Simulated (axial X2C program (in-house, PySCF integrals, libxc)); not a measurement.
**Nuclear properties of CaRe**

Calculated with an axial X2C code built on PySCF integrals: two-component X2C with atomic mean-field Coulomb and Gaunt terms, Gaussian nuclei, basis Re dyall-cv3z, Ca dyall-cv3z with contracted cores.

R = 2.845 Å (near the PBE0 minimum at charge 0 of the determinant lowest at the starting distance; the state shown can have its own minimum elsewhere).

Determinant lowest in the PBE0 search, Ω = 7/2 (⟨Sz⟩ = 2.45, ⟨Lz⟩ = 1.05 at PBE0), spin on the atoms Re 2.18, Ca 0.27:

```
    level  Eeff magnitude (GV/cm)  Ws magnitude Re (kHz)  A∥/gI Re (MHz)  qzz Re (a.u.)  A∥/gI Ca (MHz)  qzz Ca (a.u.)  μ (D)
     PBE0                    29.3                   8.73             843          -2.07             113          -0.43   1.30
       HF                    36.7                   10.7             866          -2.77            82.1          -0.52  -0.10
    B3LYP                    21.5                   6.26             731          -1.88             141          -0.45   1.90
BHandHLYP                      27                   7.98             747          -1.57             128          -0.46   1.52
    PBE50                    36.2                   10.9             874          -1.83             103          -0.43   0.93
```

Eeff is the effective electric field on the electron electric dipole moment in this Ω state and Ws the scalar–pseudoscalar constant of the nucleus named (defined with the proton number Z and per Ω); A∥ (defined per Ω) follows by multiplying with gI = μI/(I μN); qzz is the electric field gradient, eQq0 = 234.96 MHz × Q/barn × qzz; μ is positive if the Ca end (last atom) is positive. The operators were transformed with the bare-nucleus X2C matrices; with these basis sets, hyperfine constants and field gradients can be off by tens of per cent, and where levels differ in sign neither size nor sign is settled.

(1) With gI(187Re) = 1.2879, Q(187Re) = 2.07 barn, gI(43Ca) = -0.3764, Q(43Ca) = -0.0408 barn (g factors from the IAEA table of nuclear moments by Stone; Q from Pyykkö, Mol. Phys. 2018), turn the PBE0 values of the first state into constants in MHz.

Each state is one determinant with collinear spin, which with several unpaired electrons need not be a pure state. Unrestricted Hartree–Fock can overshoot spin polarisation at the nuclei. With several open shells hyperfine constants can be off by a factor of several. At HF a later determinant lies lower. States lie within half an eV, so the first need not be the ground state. Further determinants of the search, some of them spin-mixed, are not shown.

## Answers

(1) A∥(187Re) = 843 × 1.2879 = 1090 MHz; eQq0(187Re) = 234.96 × (2.07) × (-2.07) = -1010 MHz; A∥(43Ca) = 113 × -0.3764 = -42.5 MHz; eQq0(43Ca) = 234.96 × (-0.0408) × (-0.43) = 4.12 MHz.
